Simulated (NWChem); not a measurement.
Species: C5H6; SMILES C#CC1CC1

```xyz
11

C     -0.2058     2.2751     0.0000
C      0.1513     1.1164     0.0000
C      0.5753    -0.2582     0.0000
C     -0.2248    -1.3025    -0.7456
C     -0.2248    -1.3025     0.7456
H     -0.5201     3.3020     0.0000
H      1.6623    -0.3942     0.0000
H     -1.1237    -0.9614    -1.2645
H      0.3387    -2.0773    -1.2718
H      0.3387    -2.0773     1.2718
H     -1.1237    -0.9614     1.2645
```
Atoms are numbered in this order, from 1.

All runs: NWChem. Pople sets run with spherical d functions. Coordinates come from a PBE0/def2-SVP optimisation. Ions are spin-unrestricted doublets at the neutral geometry; other ion states weren't tried.

```tsv
level	vertical ionisation energy, ΔSCF (eV)	−ε(HOMO) (eV)	ΔSCF minus −ε(HOMO) (eV)
B3LYP/6-31G*	9.05	6.55	2.50
Hartree-Fock/6-31G*	8.27	9.54	-1.27
r2SCAN/6-31G*	?	?	?
PBE0/6-31G*	9.10	6.85	2.25
```

**Question.** Complete the blanks.

**Answer.** 
- r2SCAN/6-31G*, vertical ionisation energy, ΔSCF (eV): 8.98
- r2SCAN/6-31G*, −ε(HOMO) (eV): 5.88
- r2SCAN/6-31G*, ΔSCF minus −ε(HOMO) (eV): 3.10
